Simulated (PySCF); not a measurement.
Ga(H)(OH)2(OH2), H5GaO3, singlet (PBE0/def2-SVP optimised geometry):

```
9

Ga    -0.404    -0.321     0.000
H     -1.267    -1.548    -0.428
O      1.412    -0.321     0.000
H      1.840    -1.048    -0.459
O     -1.016     1.387     0.000
H     -1.840     1.548    -0.466
O     -0.201    -0.038     2.088
H     -0.493     0.891     2.032
H      0.772    -0.004     2.027
```

Calculation: PBE0/def2-TZVP (PySCF).

**Question.** What are the frontier orbital energies and the dipole moment?

**Answer.** HOMO-2 -8.78 eV, HOMO-1 -8.25 eV, HOMO -8.20 eV, LUMO 0.31 eV, LUMO+1 0.66 eV; dipole moment 0.97 D.

On the same geometry PySCF 2.14.0 with PBE/def2-TZVP gives HOMO-2 -7.18 eV, HOMO-1 -6.60 eV, HOMO -6.55 eV, LUMO -0.61 eV, LUMO+1 -0.15 eV; dipole moment 0.86 D.

Meta-Löwdin charges at PBE0/def2-TZVP: Ga1 0.80, H2 -0.10, O3 -0.77, H4 0.34, O5 -0.77, H6 0.34, O7 -0.58, H8 0.38, H9 0.38.
